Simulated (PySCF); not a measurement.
Species: `[SiH3]PBN([SiH3])[SiH3]`. The columns A, B, C and D hold Mulliken, IAO, Hirshfeld and ESP-fitted charges (e) of one PBE0/pcSseg-1 density (PySCF), in a shuffled order. Coordinates in Å (PBE0-D3(BJ)/def2-SVP); the density's dipole moment is (-0.53, -0.98, 0.73) D.

```csv
atom,x,y,z,A,B,C,D
Si1,2.508,1.292,0.580,+0.402,+0.250,+0.267,+0.303
P2,1.196,1.535,-1.236,-0.060,-0.050,-0.409,-0.320
B3,0.133,-0.069,-1.087,-0.064,+0.085,+0.358,+0.201
N4,-0.846,-0.299,-0.087,-0.736,-0.284,-0.435,-0.920
Si5,-1.276,0.866,1.180,+0.705,+0.351,+0.466,+0.552
Si6,-1.811,-1.786,-0.174,+0.731,+0.362,+0.449,+0.618
H7,2.930,-0.118,0.847,-0.111,-0.077,-0.086,-0.054
H8,3.730,2.130,0.386,-0.092,-0.071,-0.042,-0.051
H9,1.763,1.790,1.774,-0.104,-0.072,-0.057,-0.055
H10,2.157,1.012,-2.149,+0.005,-0.006,+0.133,+0.081
H11,0.267,-0.889,-1.969,+0.008,-0.064,-0.115,+0.052
H12,-2.750,0.755,1.400,-0.114,-0.071,-0.097,-0.075
H13,-0.579,0.542,2.458,-0.119,-0.073,-0.093,-0.057
H14,-0.917,2.238,0.725,-0.100,-0.067,-0.067,-0.041
H15,-2.042,-2.275,1.219,-0.122,-0.075,-0.099,-0.088
H16,-3.140,-1.509,-0.798,-0.124,-0.075,-0.091,-0.070
H17,-1.075,-2.810,-0.963,-0.104,-0.064,-0.083,-0.076
```

Q: Which column most likely holds the ESP-fitted charges?

A: C. Σ q r misses the density's dipole by 0.04 D (C), 0.76 D (D), 0.98 D (B), 1.47 D (A). Charges fitted to the outside potential are the only set here that is tied to the molecule's multipoles.

Q: And the Hirshfeld charges?

A: B. The mean sizes are 0.123 e (B), 0.197 e (C), 0.213 e (D), 0.218 e (A), and Hirshfeld charges are commonly the smallest of these schemes.

As computed, A = IAO, B = Hirshfeld, C = ESP-fitted, D = Mulliken.

The Mulliken scheme gives each basis function's population to the atom it is centred on and halves the overlap population of two atoms between them. The ESP scheme fits charges at the nuclei, held to the total charge, to the electrostatic potential on points at 1.4 to 2.0 times the van der Waals radii.

The structure is a single PBE0-D3(BJ)/def2-SVP conformer in the gas phase; no vibrational or solvent corrections.

The run behind these numbers computed NMR shieldings as well. Hardware: Arm Neoverse V1, one thread, no GPU, shared host. Cost: 27 s wall.

The values belong to the conformer `[SiH3:1][PH:2][BH:3][N:4]([SiH3:5])[SiH3:6]`: Si1–P2–B3–N4 70°, P2–B3–N4–Si5 1°.
